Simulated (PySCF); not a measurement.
## NMR problem set

Method: GFN2-xTB geometry, shieldings: GIAO PBE0/pcSseg-1, in PySCF 2.14 (gas phase, equivalent nuclei averaged, single conformer, relativity neglected).

δ = σ(ref) − σ, references computed at the same level: TMS for 1H (σ = 31.72 ppm), 13C (σ = 186.93 ppm). Splittings of carbon signals by F and P are missing where no couplings were computed. Where no couplings were computed, multiplicities follow the n + 1 count of equivalent neighbours, and m marks all less simple cases (inequivalent or close neighbours, rings, F or P nearby). Shifts are as computed. Against solution values, carbons near 30 ppm lie about +3 ppm off and those near 130 ppm about +5 ppm. Of 1309 compounds with measured shifts, 239 miss one by over three times the rms of a fit or turn the order of signals round; such compounds aren't used in these exercises. OH and NH positions are gas-phase values without hydrogen bonding to other molecules.

Question: C₂H₁₀F₂Si₃. 1H NMR (300 MHz, computed): δ 6.27 (m, 1H), 4.06 (s, 9H). 13C{1H} NMR (computed): δ 125.4, 6.7. Identify the compound.

Answer: `FC(F)C([SiH3])([SiH3])[SiH3]`. The formula gives 0 degrees of unsaturation. 2 carbon signals for 2 carbons: no two carbons are equivalent. Carbon types of the structure: 1 × C, 1 × CH, leaving 9 H on heteroatoms. δC 125.4: sp3 CH bonded to 2 F; 2 electronegative neighbours deshield it. δC 6.7: fully substituted sp3 carbon bonded to 3 Si; an electropositive neighbour leaves it electron-rich and shielded. δH 6.27: hydrogen on an sp3 CH bonded to 2 F; its carbon carries F, which withdraws density. δH 4.06: hydrogen on a silicon bonded to C.

The shifts were computed for this structure.

Question: C₆H₉NOSi. 1H NMR (600 MHz, computed): δ 6.93 (d, 1H), 6.70 (d, 1H), 3.88 (t, 3H), 2.85 (t, 2H), 1.02 (m, 2H). 13C{1H} NMR (computed): δ 202.3 (C), 150.3 (CH), 122.6 (C), 119.4 (CH), 45.4 (CH2), 5.0 (CH2). Give a structure.

Answer: SMILES C(CC(/C=C/C#N)=O)[SiH3]. The formula gives 4 degrees of unsaturation (no ring in the answer). 6 carbon signals for 6 carbons: no two carbons are equivalent. Carbon types of the structure: 2 × C, 2 × CH, 2 × CH2, leaving 3 H on heteroatoms. δC 202.3: ketone carbonyl carbon; the double bond to the heteroatom, with no lone-pair donor beside it, deshields it most. δC 150.3: α carbon of a C=C–C=O unit; as expected for a trigonal carbon in a double bond. δC 122.6: nitrile carbon; C≡N carbons fall here, among the sp2 signals but without a proton. δC 119.4: β carbon of a C=C–C=O unit.

The data come from this structure; uniqueness wasn't tested.

Question: C₂H₁₄NPSi₄. 1H NMR (600 MHz, computed): δ 4.33 (m, 1H), 4.27 (m, 2H), 3.94 (m, 2H), 1.22 (t, 3H), 1.07 (m, 2H), 0.97 (q, 2H), 0.27 (br s, 2H). 13C{1H} NMR (computed): δ 14.6, 11.6. What is it?

Answer: `CC[Si@]1(N)[SiH2][Si@H](P)[SiH2]1`. 2 carbon signals for 2 carbons: no two carbons are equivalent. Carbon types of the structure: 1 × CH2, 1 × CH3, leaving 9 H on heteroatoms. δC 11.6: methyl carbon; a saturated carbon with 1 carbon neighbour and no heteroatom attached. δH 4.27, 3.94: hydrogen on a silicon bonded to 2 Si, in a 4-membered ring. δH 1.22: hydrogen on a methyl carbon. δH 0.27: hydrogen on a nitrogen bonded to Si; exchangeable; this is the value without hydrogen bonding to other molecules.

The data come from this structure; uniqueness wasn't tested.
